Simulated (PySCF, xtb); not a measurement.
TaSCl3, SMILES [S]=[Ta]([Cl])([Cl])[Cl], multiplicity 1.

GFN2-xTB (xtb 6.7.1) at its own geometry gives an orbital gap of 2.25 eV and a dipole moment of 4.26 D.

Geometry optimised at B3LYP-D3(BJ)/def2-SVP. The multiplicity is an assumed one; no other spin state was optimised. The structure was generated by enumeration; whether it is a known compound was not checked. The def2 effective core potentials stand for the cores of Ta; spin–orbit coupling is left out.

**Question.** What does M06-2X/def2-TZVP (PySCF) give? (The exact figures need the calculation; the answer reports its results.)

**Answer.** gap 7.33 eV (levels -9.47 and -2.14 eV), dipole 1.00 D.
